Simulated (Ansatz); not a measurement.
Stepwise reaction of `[CH3][Ga]([CH3])[NH2]` with hydrogen sulfide, as a gas-phase model of exchange steps in deposition or etching. ΔE in kJ/mol.

Calculated with Ansatz (gas phase, PBE0-D4/def2-TZVP geometries, no zero-point term in ΔE). CCSD(T)/CBS is the MP2 limit (def2-TZVPP, def2-QZVPP) plus CCSD(T) − MP2 in def2-TZVPP, frozen cores. This one scheme is used for every species. DFT in def2-TZVPP. B3LYP here is the variant with VWN-RPA as its local correlation; programs differ in this. For Ga outer-core shells are correlated without core-valence functions, which leaves a few kJ/mol of doubt a bond. Scalar relativity is left out up to krypton. One conformer a species, not always the lowest.

```json
{"step": "1", "reaction": "`[CH3][Ga]([CH3])[NH2]` + H₂S → `[CH3][Ga]([NH2])[SH]` + CH₄", "PBE-D4": "-110.7", "B3LYP-D4": "-112.8", "ωB97M-V": "-109.0", "CCSD(T)/CBS": "-108.2"}
```

(1) Give the row of step 2, `[CH3][Ga]([NH2])[SH]` + H₂S → `[NH2][Ga]([SH])[SH]` + CH₄. (An estimate is asked.)

(2) By hand: ΔE of the 2 steps together at CCSD(T)/CBS.

Results:

(1) Ansatz gave: 
```tsv
step	reaction	PBE-D4	B3LYP-D4	ωB97M-V	CCSD(T)/CBS
2	`[CH3][Ga]([NH2])[SH]` + H₂S → `[NH2][Ga]([SH])[SH]` + CH₄	-99.2	-101.0	-97.0	-96.2
```

(2) (-108.2) + (-96.2) = -204.4 kJ/mol, or -102.2 kJ/mol a step.

In ΔE each step is higher than the one before. All are downhill at CCSD(T)/CBS. PBE-D4 differs from CCSD(T)/CBS by -3.0 to -2.5 kJ/mol a step. Isolated molecules leave out the surface, adducts and barriers. Largest T1 diagnostic: 0.012.
